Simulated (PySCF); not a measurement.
BrSi, charge +1, multiplicity 1. Atoms are numbered in the order given.

```xyz
2

Si     0.0000     0.0000    -1.5160
Br     0.0000     0.0000     0.6064
```
Charge +1, spin multiplicity 1.

Coordinates come from a B3LYP-D3(BJ)/def2-TZVP optimisation. The spin state was assumed, not searched.

These are PBE0/def2-TZVPD (PySCF) values and carry that method's errors.

### Question
Estimate the frontier levels, gap, dipole moment and polarisability. (The exact figures need the calculation; the answer reports its results.)

### Answer

* **highest occupied level**: -15.56 eV
* **lowest empty level**: -9.46 eV
* **orbital gap**: 6.10 eV
* **dipole moment about the centre of nuclear charge**: 4.46 D
* **mean static polarisability**: 39.1 bohr³ (5.79 Å³)
* **polarisability, principal values**: 31.5, 31.5, 54.2 bohr³
